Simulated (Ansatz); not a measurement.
`C[SiH2]C[SiH2]F` → `F[SiH2]C[SiH3]` + `[CH2]` (triplet)  (formal loss of a carbene)

Program: Ansatz. Geometries: PBE0-D4/def2-TZVP. ΔE: electronic, gas phase. CCSD(T)/CBS adds triple-zeta CCSD(T) − MP2 to the extrapolated MP2 energy (def2 sets, frozen cores). This one scheme is used for every species. DFT in def2-TZVPP. B3LYP here is the variant with VWN-RPA as its local correlation; programs differ in this. Triplets are unrestricted, without spin–orbit coupling. One conformer a species, not always the lowest.

CCSD(T)/CBS gives +480.6 kJ/mol.

Another level gave +480.0 kJ/mol. Which?
A. r2SCAN-D4/def2-TZVPP
B. HF/def2-TZVPP
C. B3LYP-D4/def2-TZVPP
D. SCS-MP2/def2-TZVPP

D. SCS-MP2/def2-TZVPP 480.0, B3LYP-D4 473.2, HF/def2-TZVPP 327.1, r2SCAN-D4 460.6 kJ/mol.

Largest T1 diagnostic among the species: 0.011.

From PBE to PBE0 (25 % exact exchange), in def2-TZVPP and without D4, ΔE moves by −7.3 kJ/mol. The D4 term adds +12.0 kJ/mol with B3LYP and +6.7 kJ/mol with PBE0; it sums over pairs of atoms, weighted by their polarisabilities, and B3LYP, whose exchange is more repulsive, gets the larger term.
